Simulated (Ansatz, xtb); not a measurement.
Species: GeH (charge +1, singlet). SMILES of the parent species: [GeH]
Coordinates optimised at B3LYP-D3(BJ)/def2-TZVP (Ansatz, an electronic-structure program):
```xyz
2

Ge     0.0000     0.0000    -0.0483
H      0.0000     0.0000     1.5443
```
Charge +1, spin multiplicity 1.

Harmonic wavenumbers from GFN2-xTB (xtb, at its own minimum), cm⁻¹: 1568.

**Question.** Give the harmonic wavenumbers at B3LYP-D3(BJ)/def2-TZVP (Ansatz, finite differences of forces, unscaled).

**Answer.** 1991 cm⁻¹. Zero-point energy 2.8 kcal/mol.

**Question.** From these and the geometry, give the ideal-gas thermochemistry at 298.15 K and 1 atm (rigid rotor, harmonic oscillator).

**Answer.** Point group C∞v, rotational symmetry number 1. Rotational constants 200.4, 200.4 GHz. S(trans) 38.81, S(rot) 8.81, S(vib) 0.00, S(elec, spin only) 0.00, S 47.6 cal/(mol K). H(298) - H(0) 2.07 kcal/mol; G - E(el) -9.3 kcal/mol.
